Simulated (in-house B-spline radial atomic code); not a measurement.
TDHF excitations of Kr

Method: TDHF. Computed with an all-electron radial atomic-structure program (B-spline basis): linear response of the closed shell [Ar] 3d10 4s2 4p6 with bare exchange (time-dependent Hartree-Fock); non-relativistic, point nucleus, no spin-orbit coupling, no double excitations, S, P, D and F terms only; shells from n = 2 respond. Only terms of natural parity with L up to 3 were computed.

Without relativity these are model numbers for so heavy an element.

Command:
```bash
python run_td.py task.json out
```
Settings (radii: box in bohr, nucleus in fm):
```
Z                        36
electrons                36
configuration            [Ar] 3d10 4s2 4p6
hamiltonian              nr
method                   hf
box_radius               75
intervals                60
```

Cost of the run: 1.7 s on 1 thread of Intel(R) Xeon(R) Platinum 8559C (Emerald Rapids) (shared host).

The lowest states, in the order of their Tamm-Dancoff energies; the method's threshold (minus the highest occupied level) is 14.264 eV. Labels give the largest channel, * marks a mixed state, and oscillator strengths are full-response dipole values. Energies in eV:

```json
{"state": "4p → 5s 3P", "full response": "10.254", "Tamm-Dancoff": "10.277", "oscillator strength": "-"}
{"state": "4p → 5s 1P", "full response": "10.609", "Tamm-Dancoff": "10.616", "oscillator strength": "0.376"}
{"state": "4p → 5p 3S", "full response": "?", "Tamm-Dancoff": "?", "oscillator strength": "-"}
{"state": "4p → 5p 3D", "full response": "11.688", "Tamm-Dancoff": "11.706", "oscillator strength": "-"}
{"state": "4p → 5p 1D", "full response": "11.809", "Tamm-Dancoff": "11.812", "oscillator strength": "-"}
{"state": "4p → 5p 1S", "full response": "?", "Tamm-Dancoff": "?", "oscillator strength": "-"}
{"state": "4p → 4d 3P", "full response": "12.104", "Tamm-Dancoff": "12.133", "oscillator strength": "-"}
{"state": "4p → 4d 3F", "full response": "12.209", "Tamm-Dancoff": "12.299", "oscillator strength": "-"}
{"state": "4p → 4d 1F", "full response": "12.534", "Tamm-Dancoff": "12.541", "oscillator strength": "-"}
{"state": "4p → 6s 3P", "full response": "12.647", "Tamm-Dancoff": "12.651", "oscillator strength": "-"}
```

(1) Where does 4p → 5p 3S lie?

(2) Where does 4p → 5p 1S lie?

(3) How large is the singlet-triplet splitting of 4p → 5s (P terms) in Tamm-Dancoff?

(4) What polarisabilities and dispersion coefficient does the method give?

## Answers

(1) At 11.319 eV in full response, 11.354 eV in Tamm-Dancoff.

(2) At 12.048 eV in full response, 12.081 eV in Tamm-Dancoff.

(3) 0.339 eV, from the unrounded values.

(4) Dipole 16.48 bohr³, quadrupole 95.64 bohr⁵, C6 127.2 hartree·bohr⁶ for two such species. Recommended dipole value: 16.78 ± 0.02 bohr³ (Schwerdtfeger and Nagle, table of static dipole polarizabilities (2023 update)), which includes relativity and correlation.
